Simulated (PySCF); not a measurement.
An unknown is described by computed data only.

Formula: C6H7ClF2OS.

| Item | Value |
| --- | --- |
| 13C NMR | chemical shifts (computed TMS as zero) by class: 144.2 (1 C), 127.0 (1 C), 124.2 (1 C), 45.9 (1 C), 44.6 (1 C), 25.9 (1 C) ppm [GIAO PBE0/pcSseg-1] |
| 1H NMR | chemical shifts (computed TMS as zero) by class: 6.86 (1 H), 3.49 (1 H), 3.21 (1 H), 2.50 (1 H), 1.44 (3 H) ppm [GIAO PBE0/pcSseg-1] |
| Dipole | 3.13 D [PBE0/pcSseg-1] |
| NMR, other nuclei | isotropic shieldings of nuclei other than C and H, by class: 177 (1 O), 257 (1 F), 269 (1 F), 375 (1 S), 762 (1 Cl) ppm [GIAO PBE0/pcSseg-1] |
| Rotational structure | rotational constants A, B, C: 1.271, 0.551, 0.432 GHz [GFN2-xTB] |

Gas-phase values; electronic properties from PySCF, density fitting. Levels stand in brackets. The structure is a single GFN2-xTB conformer in the gas phase; no vibrational or solvent corrections. NMR classes are plain means over equivalent atoms (diastereotopic ones count apart unless rotation or inversion swaps them), as if these changed places fast.

Question: Give a SMILES that accounts for the data.

Answer: Numbering: `[CH3:1][C@@H:2]1[CH2:3][C:4]([O:5][CH:6]([F:7])[F:8])=[C:9]([Cl:10])[S:11]1`. Its formula, C6H7ClF2OS, gives 2 degrees of unsaturation: 1 ring and 1 π bond in the structure found. 6 carbons fall into 6 classes; from least to most shielded: vinylic carbon bearing oxygen [C4] (144.2 ppm), vinylic C–Cl carbon [C9] (127.0 ppm), CHF2 carbon [C6] (124.2 ppm), allylic carbon [C3] (45.9 ppm), ring sp3 carbon bound to sulfur [C2] (44.6 ppm), methyl carbon [C1] (25.9 ppm). Hydrogen classes from least to most shielded: 1 H on a CHF2 carbon, C6 (6.86 ppm), 1 H on an allylic carbon, C3 (3.49 ppm), 1 H on an sp3 carbon bound to sulfur, C2 (3.21 ppm), 1 H on an allylic carbon, C3 (2.50 ppm), 3 H on a methyl carbon, C1 (1.44 ppm, a mean of values up to 0.6 ppm apart in this geometry). The other shieldings belong to: 177 ppm, ether oxygen [O5]; 257 ppm, fluorine of a CF2 group [F8]; 269 ppm, fluorine of a CF2 group [F7]; 375 ppm, sulfide sulfur [S11]; 762 ppm, vinyl chlorine [Cl10]. The optimised geometry has point group C1 and is an asymmetric top. Structure: `C[C@H]1SC(Cl)=C(OC(F)F)C1`. The assignments are read from this structure; whether some other isomer fits the data as well wasn't checked. The mirror image fits equally.

Shape of the structure used: `[CH3:1][C@@H:2]1[CH2:3][C:4]([O:5][CH:6]([F:7])[F:8])=[C:9]([Cl:10])[S:11]1`: C3–C4–O5–C6 124°, C4–O5–C6–F7 143°.
